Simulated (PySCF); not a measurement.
Vertical excitations of a molecule CH6ClFOSi2 from TDDFT-LC-ωPBE/def2-SVPD (PySCF), as energy in eV (oscillator strength): 7.68 (0.070), 7.89 (0.112), 8.61 (0.337), 8.78 (0.019), 8.85 (0.031), 8.87 (0.032), 8.99 (0.135), 9.09 (0.011), 9.12 (0.048), 9.20 (0.016). Lowest triplet (TDA): 6.48 eV. Geometry: B3LYP-D3(BJ)/def2-SVP. One conformer was computed; it need not be the lowest.

Q: Pick the molecule that these values belong to.
A. CO[Si@H](Cl)[SiH2]F
B. C[SiH2][Si@](O)(F)Cl
C. F[Si@@H](Cl)OC[SiH3]
D. C[Si@@](O)(Cl)[SiH2]F

A: B, C[SiH2][Si@](O)(F)Cl
